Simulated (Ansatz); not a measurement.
A nudged elastic band was laid between two geometries of AlF₂H₄NO (9 atoms, charge 0, multiplicity 1).

These are results of Ansatz, RKS r2SCAN-D4/def2-SVP, not measurements.

```
movable images  : 5
climbing image  : yes
spring          : 5.0 eV/Å²
optimiser       : quadratic models (default)
start path      : straight line
force threshold : 0.03 eV/Å
iteration limit : 60
end points      : relaxed
```

Initial state:

```xyz
9
Properties=species:S:1:pos:R:3
Al -0.010 0.169 0.299
N 0.018 -0.050 2.105
H -0.722 -0.581 2.562
H 0.888 -0.272 2.586
F 1.416 0.031 -0.550
F -1.445 -0.199 -0.478
O -0.287 2.082 0.626
H -1.138 2.450 0.344
H -0.346 1.847 1.595
```

Final state:

```xyz
9
Properties=species:S:1:pos:R:3
Al -0.209 0.471 0.182
N -0.020 0.217 2.157
H -0.733 -0.415 2.527
H 0.898 -0.153 2.413
F 1.285 -0.068 -0.357
F -1.475 -0.576 -0.159
O -0.518 2.156 0.241
H -0.718 2.714 -0.513
H -0.137 1.132 2.599
```

(1) What changes between the two ends?

(2) What energy profile does the band end with?

(3) What is the geometry of the highest image?

## Answers

(1) Bonds broken: O7–H9. Bonds formed: N2–H9.

(2) The run converged. The highest image is number 1 of 0 to 6, 0.038 eV above the first end and 0.977 eV above the last; the last end lies 0.940 eV below the first. Another band between the same ends (5 images) ends at a top of the same energy, where a vibrational analysis finds 1 clearly imaginary mode. The orbitals stay closed-shell, which can raise the energy where a bond breaks towards radicals; this wasn't checked here.

```csv
image,path coordinate (Å),energy (eV),O7–H9 (Å),N2–H9 (Å)
0,0.00,0.000,1.00,2.00
1,0.52,0.038,1.12,1.50
2,0.89,-0.315,1.48,1.15
3,1.25,-0.703,1.88,1.04
4,1.62,-0.844,2.15,1.03
5,1.99,-0.917,2.37,1.02
6,2.36,-0.940,2.60,1.02
```

(3) 
```xyz
9
Properties=species:S:1:pos:R:3
Al -0.032 0.215 0.199
N -0.019 0.081 2.070
H -0.764 -0.430 2.542
H 0.848 -0.107 2.573
F 1.417 -0.015 -0.585
F -1.437 -0.320 -0.523
O -0.275 2.029 0.673
H -1.083 2.525 0.483
H -0.281 1.498 1.660
```

The run took 72 s on 4 threads of Arm Neoverse V2, with other jobs on the host, peak memory 0.16 GiB.
